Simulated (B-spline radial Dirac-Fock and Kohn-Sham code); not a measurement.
## Dipole and non-dipole photoemission parameters of Ag 3p3/2

System: atomic silver, 1s2 2s2 2p6 3s2 3p6 3d10 4s2 4p6 4d10 5s1; threshold 573.0 eV (tabulated edge). Level of theory: Dirac-Hartree-Slater photoionisation with a Latter tail; cross sections with all multipoles, angular parameters from the dipole term and its interference with E2; a B-spline atomic structure program.

For linearly polarised light dσ/dΩ = σ/(4π) [1 + β P₂(cos θ) + (δ + γ cos²θ) sin θ cos φ], with θ from the polarisation vector and φ the angle between the beam and the projection of the electron momentum on the plane normal to the polarisation.

```tsv
hν (eV)	σ (kb)	β	γ	δ
660	347	0.648	0.062	0.131
936	233	1.374	0.186	0.020
1000	213	1.431	0.137	0.014
1240	152	1.553	0.014	0.004
1310	139	1.573	-0.005	0.004
1486.9	111	1.607	-0.029	0.003
1580	99.4	1.619	-0.031	0.003
1700	86.6	1.630	-0.025	0.004
1890	70.4	1.639	-0.002	0.005
2270	48.3	1.642	0.071	0.007
2680	33.8	1.632	0.169	0.009
2984.4	26.5	1.620	0.246	0.011
3320	20.8	1.606	0.331	0.014
6000	4.72	1.469	0.908	0.038
6110	4.50	1.464	0.928	0.039
8280	1.96	1.362	1.262	0.063
9251.7	?	?	?	?
10900	0.889	1.255	1.560	0.095
```

Q: Give the values at Ga Kα (9251.7 eV).

A: σ = 1.43 kb, β = 1.321, γ = 1.384, δ = 0.075.

Values without a named source are computed, but for edge energies of neutral atoms, which are taken from tables.
